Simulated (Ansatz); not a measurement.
Cost and result for the atomization energy of ClH3S2Si (`SS[SiH2]Cl`) (7 atoms, 6 bonds).

Cartesian coordinates in Å:
```
S 0.743 -1.601 -1.303
S -1.012 -1.131 -0.323
Si -0.249 0.462 0.864
Cl 0.272 2.076 -0.291
H 0.633 -0.708 -2.305
H -1.349 0.873 1.768
H 0.961 0.028 1.590
```

The species carries charge 0 and has multiplicity 1. All single points use the PBE0-D4/def2-TZVP geometry. It is one conformer, not always the lowest. Program: Ansatz. All runs use 2 threads of an Intel Xeon 6975P-C on a shared host. Times are those of one run each, without the atoms' runs, and a repeat can differ threefold. Electronic energies, without spin–orbit coupling; frozen cores. CCSD(T)/CBS adds CCSD(T) − MP2 in def2-TZVPP to the MP2 limit, and its time is that of the two runs behind it. T1 = 0.011. HSE06 is the plane-wave form, built on full-range PBE exchange.

CCSD(T)/CBS is a level of theory with its own doubt, some kJ/mol a heavy atom from the limit and from the frozen cores, so smaller differences don't rank the functionals.

```
                             level  functions  wall time
            LDA (SPW92)/def2-TZVPP        210        1 s
              revPBE-D4/def2-TZVPP        210      1.4 s
                  CCSD(T)/def2-SVP         87      1.4 s
   PBE-D4/def2-TZVPP (with forces)        210      1.8 s
               HSE06-D4/def2-TZVPP        210      2.6 s
           CAM-B3LYP-D4/def2-TZVPP        210      2.8 s
r2SCAN-D4/def2-TZVPP (with forces)        210      3.3 s
                 B2PLYP/def2-TZVPP        210      3.8 s
                 B97M-V/def2-TZVPP        210        6 s
  ωB97M-V/def2-TZVPP (with forces)        210      7.5 s
                    MP2/def2-QZVPP        370       12 s
                CCSD(T)/def2-TZVPP        210       28 s
                 CCSD(T)/CBS(def2)          –       40 s
```

(1) What atomization energy does each give, and how far from CCSD(T)/CBS? (Estimate.)

Results:

(1) Ansatz gave: 
```json
{"level": "LDA (SPW92)/def2-TZVPP", "atomization (kcal/mol)": "554.7", "difference from CCSD(T)/CBS": "70.7", "per bond": "11.8"}
{"level": "revPBE-D4/def2-TZVPP", "atomization (kcal/mol)": "478.8", "difference from CCSD(T)/CBS": "-5.2", "per bond": "-0.9"}
{"level": "CCSD(T)/def2-SVP", "atomization (kcal/mol)": "429.3", "difference from CCSD(T)/CBS": "-54.7", "per bond": "-9.1"}
{"level": "PBE-D4/def2-TZVPP (with forces)", "atomization (kcal/mol)": "488.8", "difference from CCSD(T)/CBS": "4.8", "per bond": "0.8"}
{"level": "HSE06-D4/def2-TZVPP", "atomization (kcal/mol)": "482.3", "difference from CCSD(T)/CBS": "-1.7", "per bond": "-0.3"}
{"level": "CAM-B3LYP-D4/def2-TZVPP", "atomization (kcal/mol)": "476.8", "difference from CCSD(T)/CBS": "-7.2", "per bond": "-1.2"}
{"level": "r2SCAN-D4/def2-TZVPP (with forces)", "atomization (kcal/mol)": "486.3", "difference from CCSD(T)/CBS": "2.3", "per bond": "0.4"}
{"level": "B2PLYP/def2-TZVPP", "atomization (kcal/mol)": "470.5", "difference from CCSD(T)/CBS": "-13.5", "per bond": "-2.3"}
{"level": "B97M-V/def2-TZVPP", "atomization (kcal/mol)": "491.4", "difference from CCSD(T)/CBS": "7.4", "per bond": "1.2"}
{"level": "ωB97M-V/def2-TZVPP (with forces)", "atomization (kcal/mol)": "488.3", "difference from CCSD(T)/CBS": "4.3", "per bond": "0.7"}
{"level": "MP2/def2-QZVPP", "atomization (kcal/mol)": "484.1", "difference from CCSD(T)/CBS": "0.1", "per bond": "0.0"}
{"level": "CCSD(T)/def2-TZVPP", "atomization (kcal/mol)": "464.0", "difference from CCSD(T)/CBS": "-20.0", "per bond": "-3.3"}
{"level": "CCSD(T)/CBS(def2)", "atomization (kcal/mol)": "484.0", "difference from CCSD(T)/CBS": "0.0", "per bond": "0.0"}
```

At CCSD(T), def2-SVP lies −54.8 kcal/mol from the extrapolated value and def2-TZVPP −20.0 kcal/mol: correlation converges slowly with the basis, and small sets miss more of it in the bonded molecule than in its fragments. The D4 term adds +9.2 kcal/mol with B3LYP and +4.8 kcal/mol with PBE0; it sums over pairs of atoms, weighted by their polarisabilities, and B3LYP, whose exchange is more repulsive, gets the larger term. Leaving LDA and LC-ωPBE aside and taking each functional with its dispersion term where it has one, the values, not all of them listed here, spread over 24.6 kcal/mol, from BHLYP-D4 to B97M-V. LDA lies +71.4 kcal/mol from PBE without D4, its usual overbinding.

B3LYP here is the variant with VWN-RPA as its local correlation; programs differ in this.
